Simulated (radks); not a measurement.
Values are calculated unless marked as measured or tabulated.
These are the eigenvalues of the occupied orbitals of an atom or ion with whole-number occupations (eV). Code: a radial shooting solver on a logarithmic mesh with Libxc functionals. Model: scalar-relativistic Kohn-Sham, r2SCAN, spin-polarised, spherical densities, finite nucleus; meta-GGA in the generalised Kohn-Sham scheme; Fermi nuclear charge, rms radius of each element as measured or else 0.836 A^(1/3) + 0.57 fm.

1s up: -4896.189
1s down: -4896.175
2s up: -551.8096
2s down: -551.0660
2p up: -456.5613
2p down: -455.9757
3s up: -73.0855
3s down: -70.6836
3p up: -48.2721
3p down: -45.8288
3d up: -12.0643
4s up: -11.1629

Which element is it, and in what charge state? The configuration may be excited. Open shells, if any, are filled with parallel spins first.

Answer. Z = 22, titanium, charge +1: Ti+ in [Ar] 3d2 4s1. The list shows which subshells hold electrons but not how many an open one holds; the 1s level, -179.93 hartree, gives Z - s = 19.0 by -(Z - s)^2/2, which with screening and relativity narrows Z to a few neighbours, and the depths of the outer levels then fix element, charge and occupations together.
